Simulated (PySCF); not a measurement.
In(Br)(OH)(NH2) (BrH3InNO), SMILES [NH2][In]([OH])[Br].

Geometry: B3LYP-D3(BJ)/def2-SVP. The structure was generated by enumeration; whether it is a known compound was not checked. The def2 effective core potentials stand for the cores of In; spin–orbit coupling is left out. The values are those of a single conformer.

All values below come from TDA-PBE/def2-SVPD (PySCF).

Vertical excitations. 

| state | energy (eV) | λ (nm) | f | main pairs |
|---|---|---|---|---|
| S1 | 3.90 | 318 | 0.029 | HOMO→LUMO 91 % |
| S2 | 4.19 | 296 | 0.001 | HOMO−2→LUMO 77 %, HOMO−1→LUMO 23 % |
| S3 | 4.24 | 293 | 0.019 | HOMO−1→LUMO 73 %, HOMO−2→LUMO 22 % |
| S4 | 4.69 | 264 | 0.037 | HOMO−3→LUMO 94 % |
| S5 | 5.28 | 235 | 0.049 | HOMO−4→LUMO 59 %, HOMO−2→LUMO+1 32 % |
| S6 | 5.38 | 231 | 0.027 | HOMO→LUMO+1 55 %, HOMO−1→LUMO+1 32 % |
| S7 | 5.55 | 223 | 0.028 | HOMO−1→LUMO+1 53 %, HOMO→LUMO+1 22 %, HOMO−2→LUMO+1 12 %, HOMO−5→LUMO 9 % |
| S8 | 6.02 | 206 | 0.093 | HOMO−3→LUMO+1 31 %, HOMO−2→LUMO+1 28 %, HOMO−4→LUMO 11 %, HOMO−1→LUMO+1 5 % |
| S9 | 6.21 | 200 | 0.026 | HOMO−4→LUMO+1 36 %, HOMO−3→LUMO+1 30 %, HOMO−5→LUMO 9 %, HOMO→LUMO+3 9 % |
| S10 | 6.27 | 198 | 0.019 | HOMO→LUMO+2 81 %, HOMO→LUMO+3 13 % |
| T1 | 3.29 | 377 | 0 | HOMO→LUMO 99 % |
| T2 | 3.90 | 318 | 0 | HOMO−1→LUMO 99 % |
| T3 | 3.91 | 317 | 0 | HOMO−2→LUMO 98 % |
| T4 | 4.26 | 291 | 0 | HOMO−3→LUMO 98 % |
Triplets are in the Tamm–Dancoff approximation.
